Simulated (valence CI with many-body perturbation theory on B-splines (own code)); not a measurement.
E1 line list for Se XXVIII

Computed by valence CI with perturbative core correlation (CI+MBPT): five valence electrons over a frozen Dirac-Fock core [He], radial functions for each j: 11 s, 11 p, 10 d, 8 f, 5 g, 2 h, with the one-electron correlation potential Σ1, the two-electron term Σ2, the three-electron term Σ3, Breit, model QED; selected CI, second order for the rest, scaled by the run's own slope (own B-spline code, finite nucleus).

The last digits are not significant, and no measured levels were compared; by estimate large intervals hold to a few tenths of a per cent, small ones and those within an open d or f shell to about a per cent. Among the levels kept, up to 5300 cm⁻¹ of a level comes from second order outside the variational space, and about a tenth of that is noise between levels of different J, which matters for small intervals.

Lines 151 to 200 of 600 in falling wavelength, among levels below 2014.4 eV, chosen from the strongest by gf and those to the six lowest levels. Wavelengths and rates use the calculated energies. Electric multipoles are in the length gauge, E1 and E2 with the static RPA response of the core. Weak lines are less certain than strong ones. Lines between different terms over intervals too small for the method are left out, as are lines whose strength nearly cancels. Where a level lies close to another of its J and parity, the split of strength between their lines is uncertain. The highest levels of a list are the least certain.

Levels are named by their leading jj configuration (3d3/2^4 stands for four electrons in 3d with j = 3/2), which in mixed levels can hold well under half, so a name can repeat and another be missing. Letters in brackets count levels of one name in rising energy.

```tsv
λ vac (Å)	Upper	Lower	A (s⁻¹)	log gf	Branch %
230.9	(2s 2p1/2 2p3/2^2 3p3/2) J=5/2 [b]	(2s 2p1/2 2p3/2^2 3s) J=5/2 [b]	7.28e+09	-0.46	0.0
229.9	(2s 2p1/2 2p3/2^2 3d3/2) J=3/2 [d]	(2s 2p1/2 2p3/2^2 3p1/2) J=1/2 [b]	2.93e+09	-1.03	0.0
229.8	(2s^2 2p1/2 2p3/2 3d3/2) J=5/2 [a]	(2s^2 2p1/2 2p3/2 3p1/2) J=3/2 [a]	5.12e+09	-0.61	0.1
229.3	(2s 2p3/2^3 3p3/2) J=1/2 [a]	(2s 2p3/2^3 3s) J=3/2 [a]	7.19e+09	-0.95	0.0
228.5	(2s^2 2p3/2^2 3d3/2) J=7/2	(2s^2 2p3/2^2 3p1/2) J=5/2	5.39e+09	-0.47	0.0
228.4	(2s^2 2p1/2 2p3/2 3p3/2) J=3/2 [a]	(2s^2 2p1/2 2p3/2 3s) J=3/2 [a]	3.34e+09	-0.98	1.2
228.1	(2s^2 2p1/2 2p3/2 3d3/2) J=7/2	(2s^2 2p1/2 2p3/2 3p1/2) J=5/2	4.55e+09	-0.55	2.7
227.9	(2s^2 2p3/2^2 3d3/2) J=3/2 [a]	(2s^2 2p3/2^2 3p1/2) J=3/2	4.28e+09	-0.88	0.0
227.8	(2s 2p3/2^3 3d3/2) J=5/2	(2s 2p3/2^3 3p1/2) J=5/2	2.39e+09	-0.95	0.0
227.0	(2s 2p1/2 2p3/2^2 3d3/2) J=3/2 [c]	(2s 2p1/2 2p3/2^2 3p1/2) J=1/2 [a]	5.96e+09	-0.73	0.1
226.5	(2s^2 2p3/2^2 3d3/2) J=5/2	(2s^2 2p3/2^2 3p1/2) J=3/2	2.12e+09	-1.01	0.0
225.4	(2s 2p1/2 2p3/2^2 3d3/2) J=3/2 [e]	(2s 2p1/2 2p3/2^2 3p1/2) J=3/2 [c]	3.12e+09	-1.02	0.0
225.3	(2s 2p1/2 2p3/2^2 3d3/2) J=7/2 [b]	(2s 2p1/2 2p3/2^2 3p1/2) J=7/2	2.59e+09	-0.80	0.0
225.0	(2s^2 2p1/2 2p3/2 3p3/2) J=5/2 [b]	(2s^2 2p1/2 2p3/2 3s) J=3/2 [b]	6.28e+09	-0.54	3.4
224.0	(2s 2p1/2 2p3/2^2 3d5/2) J=5/2 [a]	(2s 2p1/2 2p3/2^2 3p3/2) J=5/2 [a]	2.18e+09	-1.01	0.0
223.6	(2s 2p1/2 2p3/2^2 3d5/2) J=5/2 [b]	(2s 2p1/2 2p3/2^2 3p3/2) J=3/2 [b]	2.84e+09	-0.89	0.0
223.3	(2s 2p1/2 2p3/2^2 3d3/2) J=7/2 [c]	(2s 2p1/2 2p3/2^2 3p1/2) J=5/2 [c]	2.77e+09	-0.78	0.0
223.1	(2s^2 2p1/2^2 3d3/2) J=3/2	(2s^2 2p1/2^2 3p1/2) J=1/2	6.38e+09	-0.72	0.1
221.2	(2s 2p1/2^2 2p3/2 3p3/2) J=1/2 [c]	(2s 2p1/2^2 2p3/2 3s) J=1/2	6.66e+09	-1.01	0.1
220.2	(2s^2 2p3/2^2 3d3/2) J=3/2 [b]	(2s^2 2p3/2^2 3p1/2) J=1/2	3.84e+09	-0.95	0.0
219.1	(2s 2p1/2 2p3/2^2 3p1/2) J=3/2 [a]	(2s^2 2p3/2^2 3p1/2) J=1/2	2.95e+09	-1.07	0.0
218.8	(2s^2 2p1/2 2p3/2 3d3/2) J=3/2 [a]	(2s^2 2p1/2 2p3/2 3p1/2) J=1/2	4.05e+09	-0.93	0.0
218.4	(2s 2p1/2 2p3/2^2 3d3/2) J=9/2	(2s 2p1/2 2p3/2^2 3p1/2) J=7/2	2.43e+09	-0.76	3.9
211.1	(2s 2p1/2 2p3/2^2 3d5/2) J=7/2 [b]	(2s 2p1/2 2p3/2^2 3p3/2) J=7/2 [b]	2.43e+09	-0.89	0.0
210.7	(2s^2 2p1/2 2p3/2 3p3/2) J=5/2 [b]	(2s^2 2p1/2 2p3/2 3s) J=5/2	3.63e+09	-0.84	2.0
210.1	(2s 2p1/2^2 2p3/2 3d3/2) J=1/2 [b]	(2s 2p1/2^2 2p3/2 3p1/2) J=1/2	6.35e+09	-1.08	0.1
209.0	(2s^2 2p1/2 2p3/2 3p3/2) J=3/2 [b]	(2s^2 2p1/2 2p3/2 3s) J=1/2	3.49e+09	-1.04	1.1
203.2	(2s 2p1/2^2 2p3/2 3p3/2) J=5/2 [a]	(2s 2p1/2^2 2p3/2 3s) J=5/2	3.15e+09	-0.93	0.0
201.3	(2s 2p3/2^3 3p3/2) J=1/2 [b]	(2s 2p3/2^3 3s) J=1/2	9.56e+09	-0.94	0.3
200.1	(2s^2 2p3/2^2 3d5/2) J=5/2 [a]	(2s^2 2p3/2^2 3p3/2) J=5/2	3.22e+09	-0.94	0.0
200.0	(2s 2p1/2 2p3/2^2 3p3/2) J=3/2 [a]	(2s 2p1/2 2p3/2^2 3s) J=5/2 [a]	4.01e+09	-1.02	0.0
199.6	(2s^2 2p1/2 2p3/2 3d3/2) J=5/2 [b]	(2s^2 2p1/2 2p3/2 3p1/2) J=5/2	2.56e+09	-1.04	0.0
199.5	(2s^2 2p1/2 2p3/2 3p3/2) J=1/2 [b]	(2s^2 2p1/2 2p3/2 3s) J=3/2 [b]	1.06e+10	-0.90	3.1
193.1	(2s^2 2p3/2^2 3p3/2) J=3/2 [a]	(2s^2 2p3/2^2 3s) J=3/2	9.64e+09	-0.67	1.1
131.9	(2s 2p1/2 2p3/2^2 3p1/2) J=7/2	(2s^2 2p3/2^2 3p1/2) J=5/2	4.80e+09	-1.00	0.1
123.2	(2s 2p1/2 2p3/2^2 3s) J=7/2	(2s^2 2p3/2^2 3s) J=5/2	5.43e+09	-1.00	0.1
114.0	(2p1/2^2 2p3/2^2 3s) J=5/2	(2s 2p1/2 2p3/2^2 3s) J=3/2 [d]	1.02e+10	-0.93	0.5
107.9	(2s 2p1/2^2 2p3/2^2) J=5/2	(2s^2 2p1/2 2p3/2^2) J=3/2	4.76e+09	-1.30	19.2
99.13	(2s 2p1/2 2p3/2^3) J=5/2	(2s^2 2p3/2^3) J=3/2	8.24e+09	-1.14	11.6
96.16	(2p1/2^2 2p3/2^3) J=3/2	(2s 2p1/2 2p3/2^3) J=3/2 [c]	3.23e+10	-0.75	16.0
93.50	(2p1/2 2p3/2^4) J=1/2	(2s 2p3/2^4) J=1/2	4.33e+10	-0.94	18.1
91.09	(2s 2p1/2 2p3/2^2 3p3/2) J=7/2 [b]	(2s^2 2p1/2 2p3/2 3p3/2) J=5/2 [b]	9.49e+09	-1.02	0.1
89.39	(2s 2p1/2 2p3/2^2 3d5/2) J=7/2 [a]	(2s^2 2p1/2 2p3/2 3d5/2) J=7/2 [a]	9.08e+09	-1.06	0.0
88.46	(2s 2p1/2 2p3/2^2 3d5/2) J=9/2 [a]	(2s^2 2p1/2 2p3/2 3d5/2) J=7/2 [a]	1.18e+10	-0.86	61.5
87.52	(2s 2p1/2 2p3/2^2 3s) J=5/2 [a]	(2s^2 2p1/2 2p3/2 3s) J=3/2 [a]	2.56e+10	-0.75	0.5
86.96	(2s 2p1/2 2p3/2^2 3d5/2) J=11/2	(2s^2 2p1/2 2p3/2 3d5/2) J=9/2	8.09e+09	-0.96	60.6
85.77	(2s 2p1/2 2p3/2^2 3s) J=7/2	(2s^2 2p1/2 2p3/2 3s) J=5/2	1.62e+10	-0.85	0.3
85.54	(2s 2p1/2 2p3/2^2 3p3/2) J=9/2	(2s^2 2p1/2 2p3/2 3p3/2) J=7/2	9.91e+09	-0.96	31.6
82.94	(2p1/2^2 2p3/2^2 3s) J=3/2	(2s 2p1/2 2p3/2^2 3s) J=5/2 [b]	5.07e+10	-0.68	0.7
81.59	(2s 2p1/2^2 2p3/2^2) J=5/2	(2s^2 2p1/2^2 2p3/2) J=3/2	1.87e+10	-0.95	75.4
```

(1) How does gf follow from A for the line at 229.3 Å?

Results:

(1) gf = 1.4992 × (2J+1)_upper × A / σ², with σ = 436129 cm⁻¹ and 2J+1 = 2: gf = 0.113.
